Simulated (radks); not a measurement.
Question: The mean radii <r> (bohr) of the occupied orbitals of an atom or ion are listed with their occupations. Calculated with a radial shooting solver on a logarithmic mesh with Libxc functionals: scalar-relativistic Kohn-Sham, PBEsol, spin-polarised, spherical densities, finite nucleus; Fermi nuclear charge, rms radius of each element as measured or else 0.836 A^(1/3) + 0.57 fm.

| orbital | occ. | <r> |
|---|---|---|
| 1s up | 1 | 0.01716 |
| 1s down | 1 | 0.01716 |
| 2s up | 1 | 0.07238 |
| 2s down | 1 | 0.07238 |
| 2p up | 3 | 0.06524 |
| 2p down | 3 | 0.06524 |
| 3s up | 1 | 0.1872 |
| 3s down | 1 | 0.1872 |
| 3p up | 3 | 0.1882 |
| 3p down | 3 | 0.1882 |
| 3d up | 5 | 0.1705 |
| 3d down | 5 | 0.1705 |
| 4s up | 1 | 0.4152 |
| 4s down | 1 | 0.4152 |
| 4p up | 3 | 0.4420 |
| 4p down | 3 | 0.4420 |
| 4d up | 5 | 0.4683 |
| 4d down | 5 | 0.4683 |
| 5s up | 1 | 0.9529 |
| 5s down | 1 | 0.9518 |
| 4f up | 7 | 0.5164 |
| 4f down | 7 | 0.5160 |
| 5p up | 3 | 1.106 |
| 5p down | 3 | 1.103 |
| 5d up | 5 | 1.704 |
| 6s up | 1 | 2.885 |
| 5d down | 4 | 1.692 |

Name the element and its charge. Open shells, if any, are filled with parallel spins first.

Answer: Z = 78, platinum, charge 0: Pt in [Xe] 4f14 5d9 6s1. The 1s radius gives Z: for a bare nucleus <r> = (2 gamma + 1)/(2Z) with gamma = sqrt(1 - (Z/c)^2), 0.01695 bohr for Z = 78, and screening makes it slightly larger (0.01716 here). The occupations add up to 78, and the charge is Z minus that.
